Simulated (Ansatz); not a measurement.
Spectroscopic constants of TaH, multiplicity 5 (an upper state: multiplicity 3 came lower at CCSD(T)/def2-TZVPP on PBE0 minima). No spin–orbit coupling.

Seven points along R, fitted to fifth degree in 1/R; most abundant isotopes. Runs in def2 and cc sets follow the lowest solution found near the PBE0 minimum.

Correlated levels freeze the inner cores; with def2 sets outer-core shells near the valence are correlated too.

Programs: Ansatz (a program for electronic structure). Values without a source in brackets are computed. In def2 rows elements past Kr take small-core potentials, without spin–orbit coupling.

```csv
level,r_e (Å),ω_e (cm⁻¹),ω_e x_e (cm⁻¹),dipole (D)
PBE/def2-TZVPP,1.775,1751,27,1.83
PBE0/def2-TZVPP,1.774,1776,25,1.99
wB97X-V/def2-TZVPP,1.790,…,24,1.95
CCSD/def2-TZVPP,1.785,1757,24,-
CCSD(T)/def2-TZVPP,…,…,25,-
```

Question: Some entries are withheld; supply them.

Answer: 
- CCSD(T)/def2-TZVPP, r_e (Å): 1.782
- CCSD(T)/def2-TZVPP, ω_e (cm⁻¹): 1755
- wB97X-V/def2-TZVPP, ω_e (cm⁻¹): 1755
